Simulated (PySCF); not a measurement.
How the numbers were obtained: shieldings: GIAO PBE0/pcSseg-1, geometry: GFN2-xTB, in PySCF 2.14.0 with density-fitted response routines (a single conformation, no relativistic terms, rapidly exchanging positions averaged, gas phase).

Shifts are taken against calculated references (same method and geometry level): TMS for $^{1}$H (31.72 ppm), $^{13}$C (186.93 ppm). Shifts are as computed. Against solution values, carbons near 30 ppm lie about +3 ppm off and those near 130 ppm about +5 ppm; carbons on Cl a further +6 ppm. Of 1211 compounds with measured shifts, 218 miss one by over three times the rms of a fit or turn the order of signals round; such compounds aren't used in these exercises. Carbons bonded to Cl come out too deshielded.

(1) Order these molecules by the shift of their most deshielded carbon, lowest δ first.
A. CC/C=C(/CF)OC
B. CO[Si](F)(OC)C(F)(F)F
C. [SiH3][C@@H]1CCC/C(=C\Cl)C1

(2) Order these molecules by the shift of their most shielded carbon-bound hydrogen, lowest δ first.
A. [SiH3][C@@H]1CCC/C(=C\Cl)C1
B. COC/C(C)=C\CF
C. CO[Si](F)(OC)C(F)(F)F

(3) How many $^{13}$C and $^{1}$H signals does each give (equivalence by symmetry and fast rotation, but not about amide C–N or C=N bonds)? `CC/C=C(/CF)OC`, `C[C@H]1CC[SiH2]/C(=C\Cl)C1`, `[SiH3][C@@H]1CCC/C(=C\Cl)C1`, `CO[Si](F)(OC)C(F)(F)F`, `COC/C(C)=C\CF`

Results:

(1) B (133.7 ppm, CF3 carbon), C (151.3 ppm, fully substituted alkene carbon), A (157.4 ppm, alkene carbon bearing oxygen).

(2) A (0.88 ppm, hydrogen on an sp3 CH bonded to Si), B (1.94 ppm, hydrogen on an allylic methyl carbon), C (4.06 ppm, hydrogen on a methyl carbon bonded to O).

(3) CC/C=C(/CF)OC: 6 C, 5 H; C[C@H]1CC[SiH2]/C(=C\Cl)C1: 7 C, 11 H; [SiH3][C@@H]1CCC/C(=C\Cl)C1: 7 C, 11 H; CO[Si](F)(OC)C(F)(F)F: 2 C, 1 H; COC/C(C)=C\CF: 6 C, 5 H.
